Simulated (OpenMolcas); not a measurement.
## F5+: terms and fine structure

```
Program             : OpenMolcas 26.06
Method              : CASSCF
Basis               : ANO-RCC-VQZP [5s4p3d2f1g]
Scalar Hamiltonian  : DKH2, point nucleus
Active space        : 2 electrons in 4 orbitals (2s 2p)
State averaging     : 2S+1 = 3 even, 3 roots; 2S+1 = 1 even, 7 roots (6 in the spin-orbit step); 2S+1 = 3 odd, 3 roots; 2S+1 = 1 odd, 3 roots
Spin-orbit coupling : state interaction with AMFI integrals over the reference wave functions, term energies averaged over their components
```

Spin-free terms above the lowest, with the occupations of the reference:

```csv
Configuration,Term,E (cm-1),Occupations
2s2,1S,0.0,2s 1.87 2p 0.13
2s 2p,3P*,98104,2s 1.00 2p 1.00
2s 2p,1P*,199122,2s 1.00 2p 1.00
2p2,3P,254556,2p 2.00
```

With spin-orbit coupling, above the lowest level:

```
Configuration  Term  J  E (cm-1)  Measured (cm-1)      g  Term weight %
          2s2    1S  0       0.0              0.0                   100
        2s 2p   3P*  0     97542                                    100
        2s 2p   3P*  1     97822            96861  1.501            100
        2s 2p   3P*  2     98386            97437  1.501            100
        2s 2p   1P*  1    199124                   1.000            100
          2p2    3P  0    254002                                    100
          2p2    3P  1    254279           251635  1.501            100
          2p2    3P  2    254828           252145  1.501            100
```

Against the 4 measured excited levels shown (Moore, Atomic Energy Levels, vol. I, NSRDS-NBS 35 (1971 reprint of NBS Circular 467, 1949)) the mean absolute deviation is 1800 cm-1; the largest miss in energy is 2p2 3P2: computed 254828, measured 252145 cm-1 (+1.1 %).

Computed and measured levels are paired by configuration, term and J; levels that our copy of the source lacks, or whose pairing is in doubt (as where it misses far off the trend of its configuration), stay unpaired and out of the deviations. Only configurations of the active space appear. The first state left out of the spin-orbit step lies near 360000 cm-1 above the lowest spin-free state of the reference (among the parities and spins computed), and the list stops at four fifths of that energy or lower.

The term weight is that of the spin-free term in the level, not the purity of its configuration. * marks odd parity.
